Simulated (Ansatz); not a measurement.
Conformers of C$_{8}$H$_{16}$, SMILES `C[C@@H]1CCCC[C@H]1C`, each relaxed with PBE0-D4/def2-TZVP in Ansatz. CBS adds the triple-zeta coupled-cluster correction to the MP2 limit.

Not all of them had a frequency check.

Conformer A:

Cartesian coordinates in Å:
```
C 2.370 0.063 -0.163
C 0.865 -0.006 -0.365
C 0.308 1.311 -0.888
C -1.160 1.180 -1.300
C -1.906 0.168 -0.422
C -1.299 0.122 0.971
C 0.139 -0.421 0.931
C 0.156 -1.933 1.104
H 2.769 -0.870 0.244
H 2.626 0.865 0.536
H 2.888 0.264 -1.104
H 0.661 -0.775 -1.123
H 0.415 2.068 -0.101
H 0.907 1.668 -1.731
H -1.224 0.873 -2.348
H -1.645 2.159 -1.237
H -2.970 0.416 -0.376
H -1.848 -0.830 -0.870
H -1.905 -0.494 1.641
H -1.307 1.132 1.395
H 0.691 0.022 1.769
H -0.237 -2.225 2.081
H -0.461 -2.417 0.339
H 1.167 -2.340 1.016
```

Conformer B:

```xyz
24

C     1.777   -0.502    1.244
C     0.945   -0.676   -0.020
C     1.062    0.537   -0.947
C     0.328    1.761   -0.412
C    -1.133    1.441   -0.131
C    -1.260    0.253    0.813
C    -0.526   -0.991    0.303
C    -1.244   -1.622   -0.884
H     1.729   -1.398    1.868
H     1.437    0.339    1.853
H     2.827   -0.322    0.997
H     1.353   -1.542   -0.556
H     2.119    0.768   -1.110
H     0.651    0.283   -1.931
H     0.807    2.110    0.510
H     0.409    2.584   -1.128
H    -1.639    2.312    0.297
H    -1.645    1.224   -1.076
H    -2.314    0.009    0.978
H    -0.857    0.536    1.792
H    -0.530   -1.732    1.112
H    -2.274   -1.879   -0.624
H    -0.740   -2.539   -1.200
H    -1.282   -0.955   -1.748
```

Question: Which is lowest in electronic energy at CCSD(T)/CBS (frozen core, def2 sets), and by how much? (An estimate is asked.)

Answer: The calculation gave: B; A lies 13.3 kJ/mol higher.

Question: Give the energies relative to B (kJ/mol) with PBE-D4/def2-TZVPP, PBE0-D4/def2-TZVPP, r2SCAN/def2-TZVPP, PBE0/def2-TZVPP, MP2/def2-TZVPP, CCSD(T)/def2-TZVPP, HF/CBS(def2). (Best estimate.)

Answer: Computed: 
```json
{"level": "PBE-D4/def2-TZVPP", "A": "13.6"}
{"level": "PBE0-D4/def2-TZVPP", "A": "14.0"}
{"level": "r2SCAN/def2-TZVPP", "A": "12.9"}
{"level": "PBE0/def2-TZVPP", "A": "12.4"}
{"level": "MP2/def2-TZVPP", "A": "14.0"}
{"level": "CCSD(T)/def2-TZVPP", "A": "13.4"}
{"level": "HF/CBS(def2)", "A": "12.6"}
```
